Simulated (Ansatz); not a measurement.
The same hydrolysis along the group B, Al, Ga, In.

Isolated molecules relaxed with PBE0-D4/def2-TZVP in Ansatz; ΔE leaves out vibrations. CCSD(T)/CBS adds triple-zeta CCSD(T) − MP2 to the extrapolated MP2 energy (def2 sets, frozen cores). This one scheme is used for every species. Functionals use def2-TZVPP. def2 core potentials past Kr. For Ga, In outer-core shells are correlated without core-valence functions, which leaves a few kJ/mol of doubt a bond. Scalar relativity is left out up to krypton. One conformer a species, not always the lowest.

```
                                            reaction  PBE-D4 (kcal/mol)  PBE0-D4 (kcal/mol)  CCSD(T)/CBS(def2) (kcal/mol)
                     `CB(F)F` + H₂O → `OB(F)F` + CH₄              -27.7               -28.3                         -28.0
`[CH3][Al]([F])[F]` + H₂O → `[OH][Al]([F])[F]` + CH₄              -27.8               -28.4                         -30.0
`[CH3][Ga]([F])[F]` + H₂O → `[OH][Ga]([F])[F]` + CH₄               -9.0                -9.0                          -9.0
`[CH3][In]([F])[F]` + H₂O → `[OH][In]([F])[F]` + CH₄               -3.4                -2.4                          -3.2
```

Largest T1 diagnostic: 0.018, for `[OH][In]([F])[F]`.
